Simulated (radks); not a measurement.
Task: These are the eigenvalues of the occupied orbitals of an atom or ion with whole-number occupations (hartree). Method: scalar-relativistic Kohn-Sham, B86b exchange with PBE correlation, spin-polarised, spherical densities, finite nucleus; Fermi nuclear charge, rms radius of each element as measured or else 0.836 A^(1/3) + 0.57 fm; computed with a radial shooting solver on a logarithmic mesh with Libxc functionals.

orbital  eigenvalue
1s down   -807.0084
1s up     -807.0080
2s up     -116.6733
2s down   -116.6520
2p up     -104.5693
2p down   -104.5534
3s up     -21.15858
3s down   -21.14807
3p up     -17.18176
3p down   -17.16974
3d up     -10.78531
3d down   -10.76614
4s up      -3.58615
4s down    -3.48525
4p up      -2.48328
4p down    -2.37537
4d up      -0.93039
4d down    -0.82147

Which element is it, and in what charge state? The configuration may be excited. Open shells, if any, are filled with parallel spins first.

Result: Z = 44, ruthenium, charge +2: Ru2+ in [Kr] 4d6. The list shows which subshells hold electrons but not how many an open one holds; the 1s level, -807.01 hartree, gives Z - s = 40.2 by -(Z - s)^2/2, which with screening and relativity narrows Z to a few neighbours, and the depths of the outer levels then fix element, charge and occupations together.
